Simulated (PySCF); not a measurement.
Y(F)3 anion (F3Y), SMILES [F][Y]([F])[F] (connectivity only; charge and spin as stated), charge -1, multiplicity 2. Atoms are numbered in the order given.

```xyz
4

Y      0.0000     0.0000     0.0000
F     -2.0745     0.0000     0.0000
F      1.0373     1.7966     0.0000
F      1.0373    -1.7966     0.0000
```
Charge -1, spin multiplicity 2.

The structure is a stationary point at B3LYP-D3(BJ)/def2-SVPD. The geometry has at least one imaginary mode, so it is a saddle point at that level. The spin state was assumed, not searched. The isomer is the one that the SMILES or the coordinates give; other isomers of the formula were not compared. The def2 effective core potentials stand for the cores of Y; spin–orbit coupling is left out.

Computed with PySCF with M06-2X/def2-TZVPD.

Mulliken values depend strongly on the basis, most of all with diffuse functions as here. ESP charges are fitted to the potential on shells at 1.4 to 2.0 van der Waals radii. Atomic charges (e):

```tsv
atom	ESP fit	Mulliken	Mulliken spin
Y1	0.56	1.07	1.04
F2	-0.52	-0.69	-0.01
F3	-0.52	-0.69	-0.01
F4	-0.52	-0.69	-0.01
```
